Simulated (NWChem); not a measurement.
# MgNH3S; SMILES [NH2][Mg][SH]

```xyz
6

Mg     0.1508    -0.3742    -0.1830
N      0.4416    -2.2161     0.1629
H     -0.1030    -3.0001    -0.2092
H      1.1709    -2.6155     0.7614
S     -0.1944     1.8842    -0.6038
H     -1.0445     2.0016     0.4571
```
Atoms are numbered in this order, from 1.

Computed with NWChem. Geometry optimised at PBE-D3(BJ)/def2-SVP; all other runs use it. Pople sets run with spherical d functions. Vzz has the sign of the potential's second derivative.

```json
[
 {"quantity": "highest occupied level (eV)", "level": "BLYP/6-31G*", "value": "-4.67"},
 {"quantity": "anisotropy (bohr³) at 589 nm", "level": "B3LYP/STO-3G", "value": "[?]"},
 {"quantity": "Vzz Mg1 (a.u.)", "level": "Hartree-Fock/cc-pVTZ", "value": "[?]"},
 {"quantity": "vertical ionisation energy, ΔSCF (eV)", "level": "PBE/6-31+G*", "value": "[?]"},
 {"quantity": "dipole (D)", "level": "PBE-D3(BJ)/def2-SVP", "value": "1.96"},
 {"quantity": "highest harmonic frequency (cm⁻¹)", "level": "PBE-D3(BJ)/def2-SVP", "value": "3562"}
]
```

Problem. Complete the blanks.

Solution. 
- anisotropy (bohr³) at 589 nm, value: 31.4
- Vzz Mg1 (a.u.), value: -0.903
- vertical ionisation energy, ΔSCF (eV), value: 8.30
